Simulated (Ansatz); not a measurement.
System: tribromo(chloro)germane, sum formula GeBr$_{3}$Cl, charge 0, multiplicity 1. 
Geometry from a B3LYP-D3(BJ)/def2-TZVP (Ansatz, a quantum-chemistry and plane-wave program) optimisation:
```
Ge
Cl 1 2.1437
Br 1 2.2977 2 109.00
Br 1 2.2977 2 109.00 3 -120.00
Br 1 2.2977 2 109.00 4 -120.00
```

Quantity: vertical electron affinity (to the doublet state of charge -1; a negative value means that the extra electron is unbound and the number depends on the basis; each state is the SCF solution reached for its spin; the molecule has degenerate orbitals, so one determinant may break the symmetry), in eV. Cores are frozen in the correlated levels unless marked. UHF or UKS for open shells. No spin-orbit coupling. Frozen are the shells of the preceding noble gas and the d and f shells that filled before the atom's block. Non-relativistic. Anions need diffuse functions: def2-D sets add few. CBS marks a two-point X^-3 extrapolation of the correlation energy; Hartree-Fock from the larger set. [CCSD(T)-MP2]/basis is that difference in the basis named.

| level | program | vertical electron affinity (eV) |
|---|---|---|
| HF/def2-TZVPPD | Ansatz | 0.20 |
| PBE/def2-TZVPD | Ansatz | 1.52 |
| r2SCAN/def2-TZVPD | Ansatz | 1.44 |
| BHLYP/def2-TZVPD | Ansatz | 1.26 |
| CAM-B3LYP/def2-TZVPD | Ansatz | 1.45 |
| wB97M-V/def2-TZVPD | Ansatz | 1.27 |
| B2PLYP/def2-TZVPD | Ansatz | 1.26 |

Problem. What does RI-MP2/CBS(def2-TZVPPD,def2-QZVPPD)+[CCSD(T)-MP2]/def2-TZVPPD (Ansatz) give?

Solution. 1.04 eV, so B2PLYP/def2-TZVPD differs from it by 0.22 eV.
